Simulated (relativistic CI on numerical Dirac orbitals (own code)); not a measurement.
**Hyperfine structure of Re13+, mass number 187**

Calculated at this level of theory: Dirac-Coulomb-Breit CI, KLI orbitals optimised for each configuration, a model potential for QED, unscaled Slater integrals (own radial code, finite nucleus).

CI space (outside the closed core [Kr] 4d10): 4f14 5s2, 4f13 5s2 5p, 4f14 5s 5p, 4f14 5s 5d, 4f13 5s2 5d, 4f14 5s 5f, 4f14 5p 5d, 4f13 5s2 6s, 4f14 5p2, 4f13 5p3, 4f13 5p2 5d, 4f13 5p2 6s, 4f14 5d2, 4f13 5p 5d2, 4f13 5d3, 4f13 5d2 6s. Double excitations out of closed p, d and f shells are left out; levels of such configurations are missing from the list, as are those of other unlisted configurations, and high levels can miss mixing partners.

Nuclear spin I = 5/2, μ = 3.209 μN, Q = 1.94 b (tables of Stone and Pyykkö). The electronic factors are computed for point nuclear moments, without core polarisation or the Bohr-Weisskopf and QED corrections.

```json
{"Level": "4f13 5s2 5p 3D_3", "E (cm⁻¹)": "71748.9", "A (MHz)": "-11800", "B (MHz)": "213"}
{"Level": "4f13 5s2 5p 3G_3", "E (cm⁻¹)": "92050.1", "A (MHz)": "21940", "B (MHz)": "-215"}
{"Level": "4f13 5s2 5p 3G_5", "E (cm⁻¹)": "192694.3", "A (MHz)": "5059", "B (MHz)": "30000"}
{"Level": "4f13 5s2 5p 3D_2", "E (cm⁻¹)": "196212.1", "A (MHz)": "-2215", "B (MHz)": "2450"}
{"Level": "4f13 5s2 5p 3D_1", "E (cm⁻¹)": "205426.5", "A (MHz)": "-2212", "B (MHz)": "1980"}
{"Level": "4f13 5s2 5p 3F_4", "E (cm⁻¹)": "208992.0", "A (MHz)": "4070", "B (MHz)": "-23700"}
{"Level": "4f13 5s2 5p 3G_4", "E (cm⁻¹)": "216482.4", "A (MHz)": "6846", "B (MHz)": "29300"}
{"Level": "4f13 5s2 5p 3F_2", "E (cm⁻¹)": "224481.3", "A (MHz)": "4145", "B (MHz)": "-28000"}
```

Levels with J = 0, under 50 % of one LS term, or S terms without an open s electron are left out. Small factors come from cancelling terms and can be off by tens of per cent or more.

At this charge transitions that keep the count of f electrons are usually good to a few per cent. Levels and lines within the n = 5 or 6 shells can be off by up to 10 % or somewhat more, and those that change n by about 2 %, since core polarisation is missing. Levels that differ in their count of f electrons can be misplaced by several ten thousand cm⁻¹, since the correlation energy of f electrons is missing or only estimated; rates across such gaps can be off by orders of magnitude.

(1) Give the hyperfine levels of 4f13 5s2 5p 3D_3 relative to its centre of gravity.

Results:

(1) With K = F(F + 1) − I(I + 1) − J(J + 1), E = AK/2 + B[¾K(K + 1) − I(I + 1)J(J + 1)]/[2I(2I − 1)J(2J − 1)]: F = 1/2: 118100, F = 3/2: 100400, F = 5/2: 70790, F = 7/2: 29440, F = 9/2: -23660, F = 11/2: -88440 MHz.

LS names give the leading component of a level, which can be under half, so a name can repeat, a term be missing and a line seem to break the LS rules.
